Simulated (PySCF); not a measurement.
Precursor series Zn OH-H. All species are isolated molecules in the gas phase. One relaxed conformer stands for each flexible species; it need not be the lowest.

Computed with PBE-D3(BJ)/def2-TZVP // PBE-D3(BJ)/def2-SVP run with PySCF. 

```csv
species,charge on the central atom (meta-Löwdin) (e),HOMO (eV),HOMO–LUMO gap (eV)
0 of 2 OH replaced by H ([Zn(OH)2]),1.23,___,4.72
1 of 2 OH replaced by H,___,-6.60,5.32
2 of 2 OH replaced by H,0.83,-6.85,5.45
```

Fill in the missing entries.


- 0 of 2 OH replaced by H ([Zn(OH)2]), HOMO (eV): -6.77
- 1 of 2 OH replaced by H, charge on the central atom (meta-Löwdin) (e): 1.00
